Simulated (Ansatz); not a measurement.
The first iterations of a band of CH$_{5}$F$_{2}$NOSi (11 atoms, charge 0, multiplicity 1).

All numbers below come from RKS PBE-D4/STO-3G in Ansatz 0.2.0.

- movable images: 5
- climbing image: yes
- spring: 5.0 eV/Å²
- optimiser: quadratic models (default)
- start path: IDPP
- force threshold: 0.03 eV/Å
- iteration limit: 60
- end points: relaxed

Image 0:

```xyz
11
Properties=species:S:1:pos:R:3
N -0.231 -2.011 0.735
C -0.104 -0.488 0.616
F 0.995 0.047 1.350
O 0.065 -0.243 -0.813
Si 0.014 1.456 -1.184
F -1.485 2.040 -0.812
H 0.715 -2.362 0.370
H -0.130 -2.182 1.789
H -1.066 -0.051 1.047
H 1.022 2.237 -0.455
H 0.270 1.501 -2.623
```

Image 6:

```xyz
11
Properties=species:S:1:pos:R:3
N -0.168 -1.976 0.458
C -0.265 -0.507 0.808
F 1.015 0.217 0.679
O -1.116 0.203 -0.096
Si -0.028 1.407 -0.832
F -1.138 2.073 -1.864
H 0.308 -2.020 -0.497
H 0.564 -2.383 1.123
H -0.584 -0.461 1.899
H 0.428 2.507 0.029
H 1.049 0.884 -1.687
```

| iteration | highest image above the first end (eV) | largest band force component (eV/Å) |
| --- | --- | --- |
| 1 | 0.326 | 1.274 |
| 2 | 0.155 | 0.459 |
| 3 | 0.104 | 0.307 |

Question: Does the band converge within its limit, and where does its top end?

Answer: It converged. It ended after 10 iterations with the highest image 0.048 eV above the first end. A vibrational analysis at the climbing image gives one clearly imaginary mode, 49i cm⁻¹: a first-order saddle point. Limits of this set-up: minimal basis.

Run time: 3.6 min on 1 thread of Arm Neoverse N1, with other jobs on the host, peak memory 0.11 GiB.
